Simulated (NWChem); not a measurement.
System: KOH; SMILES [OH][K]

```xyz
3

K     -0.1028    -0.7854     0.0000
O      0.2182     1.3730     0.0000
H      0.3592     2.3220     0.0000
```
Atoms are numbered in this order, from 1.

Computed with NWChem. All runs use the structure optimised with PBE0/def2-SVP. GIAO values for the isolated, static molecule; σ is the absolute isotropic shielding.

| level | basis functions | σ K1 (ppm) | σ O2 (ppm) | σ H3 (ppm) |
|---|---|---|---|---|
| PBE0/pcSseg-0 | 33 | 1273.7 | 328.0 | 33.61 |
| PBE0/pcSseg-1 | 60 | 1266.5 | … | 33.27 |
| PBE0/pcSseg-2 | 100 | 1266.3 | 294.0 | 33.28 |
| PBE0/pcSseg-3 | 174 | 1265.6 | 290.2 | 33.63 |

### Question
Some entries are withheld; supply them.

### Answer

- PBE0/pcSseg-1, σ O2 (ppm): 317.5
